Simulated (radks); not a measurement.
Values are calculated unless marked as measured or tabulated.
Ta3+, 70 electrons, occupied as [Xe] 4f13 5d2 6s1 (not the ground configuration). Level of theory: scalar-relativistic Kohn-Sham, PBE, spin-polarised, spherical densities, finite nucleus; open shells are filled with parallel spins first (spin-orbit coupling, left out, can overturn this in heavy ions); Fermi nuclear charge, rms radius 5.3507 fm (a radial shooting solver on a logarithmic mesh with Libxc functionals). Some entries of the table are withheld. Estimate them.

| orbital | occ. | eigenvalue (eV) | <1/r> (bohr^-1) | r(max) (bohr) |
|---|---|---|---|---|
| 1s up | 1 | -67388.03 | 85.40 | 0.01168 |
| 1s down | 1 | -67388.01 | 85.40 | 0.01168 |
| 2s up | 1 | -11613.81 | 19.96 | 0.06686 |
| 2s down | 1 | -11613.67 | 19.96 | 0.06686 |
| 2p up | 3 | -10185.02 | 18.15 | 0.05477 |
| 2p down | 3 | -10184.90 | 18.15 | 0.05477 |
| 3s up | 1 | -2694.486 | 7.386 | 0.1887 |
| 3s down | 1 | -2693.865 | 7.388 | 0.1887 |
| 3p up | 3 | -2269.337 | 6.835 | 0.1866 |
| 3p down | 3 | -2268.707 | 6.836 | 0.1865 |
| 3d up | 5 | -1772.508 | 6.462 | 0.1520 |
| 3d down | 5 | -1771.979 | 6.463 | 0.1520 |
| 4s up | 1 | -583.4175 | 3.140 | 0.4286 |
| 4s down | 1 | -582.2116 | 3.139 | 0.4287 |
| 4p up | 3 | -443.6140 | 2.858 | 0.4491 |
| 4p down | 3 | -442.4430 | 2.857 | 0.4492 |
| 4d up | 5 | -264.4969 | 2.543 | 0.4606 |
| 4d down | 5 | -263.3273 | 2.542 | 0.4607 |
| 5s up | 1 | -109.7056 | 1.238 | 0.9783 |
| 5s down | 1 | -108.1080 | 1.243 | 0.9767 |
| 5p up | 3 | -74.7195 | 1.051 | 1.104 |
| 5p down | 3 | -72.8493 | 1.058 | 1.100 |
| 4f up | 7 | -66.0498 | 2.048 | 0.4378 |
| 4f down | 6 | -64.7838 | 2.050 | 0.4379 |
| 5d up | 2 | (1) | (2) | 1.433 |
| 5d down | 0 | (3) | (4) | 1.419 |
| 6s up | 1 | -30.2837 | 0.4999 | 2.352 |
| 6s down | 0 | -27.8931 | 0.4976 | 2.358 |

Answer. 
(1) 5d up eigenvalue (eV): -34.4328
(2) 5d up <1/r> (bohr^-1): 0.7430
(3) 5d down eigenvalue (eV): -32.1108
(4) 5d down <1/r> (bohr^-1): 0.7489
